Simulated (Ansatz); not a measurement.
Relaxation of C$_{2}$H$_{9}$BClNSi (15 atoms, charge 0, multiplicity 1), to a largest force component of 0.015 eV/Å in at most 40 steps.

Level of theory: RKS PBE0/def2-SVP (Ansatz).

```xyz
15
Properties=species:S:1:pos:R:3
C 0.420 -1.834 0.361
C 1.099 -0.455 0.280
Cl 2.797 -0.728 -0.069
Si 0.464 0.649 -1.075
B -1.265 1.490 -0.531
N -1.794 1.366 0.905
H -0.679 -1.633 0.568
H 0.841 -2.393 1.157
H 0.477 -2.322 -0.568
H 1.015 0.075 1.277
H 1.349 1.695 -1.380
H 0.166 -0.165 -2.256
H -1.880 2.229 -1.289
H -1.056 1.656 1.573
H -1.975 0.320 1.077
```

**Question.** Where does it end, and by what steps?

**Answer.** It converged. After 15 steps the energy has fallen by 2.041 eV; H15 moved furthest, 1.47 Å.

```tsv
step	energy less start (eV)	largest force component (eV/Å)	accepted
0	0.0000	2.957	yes
1	-0.4365	1.147	yes
2	-0.5988	1.189	yes
3	-0.8183	1.363	yes
4	-1.0942	2.328	yes
5	-1.5573	1.667	yes
6	-1.8044	1.994	yes
7	-1.9395	0.894	yes
8	-2.0043	0.556	yes
9	-2.0317	0.428	yes
10	-2.0387	0.139	yes
11	-2.0389	0.097	yes
12	-2.0403	0.062	yes
13	-2.0405	0.023	yes
14	-2.0406	0.016	yes
15	-2.0407	0.008	yes
```

```xyz
15
Properties=species:S:1:pos:R:3
C 0.493 -1.774 0.451
C 1.273 -0.493 0.220
Cl 2.950 -0.895 -0.334
Si 0.481 0.694 -1.058
B -1.336 1.384 -0.485
N -1.843 1.214 0.798
H -0.519 -1.546 0.825
H 0.996 -2.422 1.186
H 0.384 -2.343 -0.485
H 1.415 0.044 1.172
H 1.424 1.840 -1.261
H 0.392 -0.056 -2.353
H -2.029 1.990 -1.275
H -1.356 0.739 1.547
H -2.748 1.573 1.082
```

Run time: 100 s on 2 threads of Arm Neoverse V1, with other jobs on the host, peak memory 0.4 GiB.
